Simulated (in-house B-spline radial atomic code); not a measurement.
The krypton ion Kr³⁺: [Ar] 3d10 4s2 4p3

Level of theory: non-relativistic M06-2X, spin-polarised, spherical fractional occupations, exact exchange averaged over the configuration, point nucleus; calculated with an all-electron radial atomic-structure program (B-spline basis).

Effective charges: Z_r = [3n² - l(l+1)]/(2<r>) from the radius, Z_e = n√(-2ε) from the energy, and Slater's rules. Values are occupation-weighted means over spin.

```csv
shell,electrons,ε (eV),<r> (bohr),Z_r,Z_e,Slater
1s,2,-14063,0.04248,35.31,32.15,35.70
2s,2,-1890.1,0.188,31.91,23.57,31.85
2p,6,-1715.4,0.1619,30.88,22.46,31.85
3s,2,-311.65,0.5411,24.95,14.36,24.75
3p,6,-249.03,0.5436,22.99,12.83,24.75
3d,10,-134.72,0.5482,19.15,9.44,14.85
4s,2,-60.677,1.511,15.88,8.45,9.30
4p,3,-47.835,1.661,13.85,7.50,9.30
```

The least bound orbital is 4p up at -47.84 eV, and it is also the most diffuse (<r> = 1.661 bohr).
